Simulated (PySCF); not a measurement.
Compound: C7H13 (doublet state).
Cartesian coordinates in Å at the GFN2-xTB level; atoms count from 1:
```
atom  x, y, z in Å
C1    -1.8214    1.6867    0.2643
C2    -1.5672    0.5042   -0.2640
C3    -0.5875   -0.4824    0.2840
C4    -1.2737   -1.8237    0.5378
C5     0.5935   -0.6737   -0.7191
C6     1.4204    0.5373   -0.8639
C7     2.5917    0.7843    0.0039
H8    -2.5332    2.3675   -0.1710
H9    -1.3267    2.0244    1.1605
H10   -2.0769    0.1905   -1.1665
H11   -0.1764   -0.1041    1.2248
H12   -2.0823   -1.7025    1.2560
H13   -0.5649   -2.5475    0.9342
H14   -1.6910   -2.2203   -0.3855
H15    0.1579   -0.9598   -1.6811
H16    1.2051   -1.5025   -0.3537
H17    1.0280    1.3609   -1.4373
H18    3.0627   -0.1523    0.3007
H19    3.3285    1.4090   -0.5013
H20    2.3081    1.3147    0.9234
```

The hyperfine couplings belong to this conformer and change with its torsions.

As a line formula: `C=C[C@@H](C)C[CH]C` [radical].

Method used: PySCF, UKS B3LYP, pcH-1 on C H, non-relativistic, mean-field spin-orbit, GIAO. Geometry: GFN2-xTB, one conformer, isolated molecule. The geometry wasn't refined by DFT: couplings that depend on bond lengths, twists or pyramidal angles can differ widely from those at the functional's own minimum. The SCF solution wasn't tested for stability.

The Mulliken spin populations are largest on C6 (+1.02), C7 (-0.09), C5 (-0.08) and H20 (+0.07). C6 is the only atom above +0.15. The angles at C6 add up to 358.3°, so it is nearly planar; its axial dipolar tensor and the negative coupling of its proton fit spin in a p orbital normal to that plane.

(1) McConnell's relation a(H) = Q·ρ ties the coupling of a proton on a planar π carbon to the spin population of that carbon. What Q do the computed values give?

(2) List the C–H protons on four-coordinate carbons next to a three-coordinate spin centre, with their couplings and θ (C–H bond against the normal to the plane of the centre's neighbours, projected along the bond that joins the two).

(3) What would the freely rotating methyl group on C7 show?

## Answers

(1) 
```
  H   C    ρ(C)  a(H) (G)  a/ρ (G)
H17  C6  +1.025    -21.10    -20.6
```

One proton gives one ratio, Q = -20.6 G, and no test of linearity. In every row coupling and population have opposite signs.

(2) 
| β H | on | centre | θ (°) | cos²θ | a (G) |
| --- | --- | --- | --- | --- | --- |
| H15 | C5 | C6 | 53 | 0.36 | +18.14 |
| H16 | C5 | C6 | 67 | 0.15 | +6.13 |
| H18 | C7 | C6 | 66 | 0.17 | +8.69 |
| H19 | C7 | C6 | 56 | 0.31 | +18.63 |
| H20 | C7 | C6 | 5 | 0.99 | +54.57 |

Fitting the Heller–McConnell form a = ρ(B0 + B2 cos²θ), with Mulliken ρ = 1.02, gives B0 = -1.2 G and B2 = 55.1 G, with a largest miss of 2.1 G. By this fit the coupling would be 55.2 G at θ = 0° and -1.3 G at 90°.

(3) Three equal couplings, a 1:3:3:1 quartet. The mean of the three values of this geometry estimates the splitting: 27.3 G, or 76.5 MHz (three bonds 120° apart have a mean cos²θ of 1/2 at any torsion).

Couplings in gauss use g_iso = 2.0026.
